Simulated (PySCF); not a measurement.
Give a PBE0-D3(BJ)/def2-SVP geometry of `[H]/N=[CH]\[GeH2][N]=C`.

```xyz
11
C2H6GeN2 angstrom
C      2.2134   -0.2637    0.5347
N      1.2304    0.5036    0.7330
Ge    -0.0912    0.7354   -0.5520
C     -1.8061    0.1815    0.2383
N     -2.6838   -0.5457   -0.3194
H      2.9818   -0.3897    1.3210
H      2.3937   -0.8497   -0.3934
H     -0.1034    2.2311   -0.9089
H      0.1587   -0.1382   -1.8103
H     -2.0253    0.5384    1.2618
H     -2.3888   -0.8314   -1.2619
```

Orientation and origin are arbitrary. Atoms count from 1 in this order. Ge3 (germanium bonded to C, N and 2 H) is tetrahedral (angles from 106.7° to 112.1°).

Bonds between heavy atoms (Å): C1=N2 1.263, N2–Ge3 1.858, Ge3–C4 1.968, C4=N5 1.269.

Computed with PBE0-D3(BJ)/def2-SVP geometry optimisation, gas phase (PySCF 2.14.0).

Point group: C1 (no symmetry element, even within 0.4 Å). Whether it is a minimum is left open (no frequencies). The numbers are those of one conformer (C1–N2–Ge3–C4 120°, N2–Ge3–C4–N5 -135°).
